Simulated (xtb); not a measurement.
Mg(Me)(SeH) (CH4MgSe), SMILES [SeH][Mg][CH3]. All values are semi-empirical tight-binding results from xtb (GFN2-xTB unless named), good for trends rather than for accurate numbers. Geometry optimised at GFN2-xTB. One conformer was computed; it need not be the lowest.

Optimised geometry:

```xyz
7

Mg     0.8034    -0.8690     0.5493
C      1.9990    -2.2539    -0.4581
H      1.4180    -3.1447    -0.6944
H      2.9034    -2.5635     0.0581
H      2.2846    -1.7757    -1.3975
Se    -0.7751     0.9095    -0.0748
H     -1.8873     0.5108     0.7321
```
Charge 0, spin multiplicity 1.

The geometry has at least one imaginary mode, so it is a saddle point at that level.

For metal compounds this method's bond lengths and energies can be far off.

### Question
Estimate the properties. (Estimate from the structure and the level; the computed values follow.)

### Answer

- orbital gap = 2.61 eV

### Question
Give the atomic charges and the Wiberg bond orders between heavy atoms. (Estimate from the structure and the level; the computed values follow.)

### Answer
charges (e) Mg1 0.46, C2 -0.24, H3 0.04, H4 0.04, H5 0.04, Se6 -0.54, H7 0.18. Bond orders Mg1–C2 0.87, Mg1–Se6 0.79.
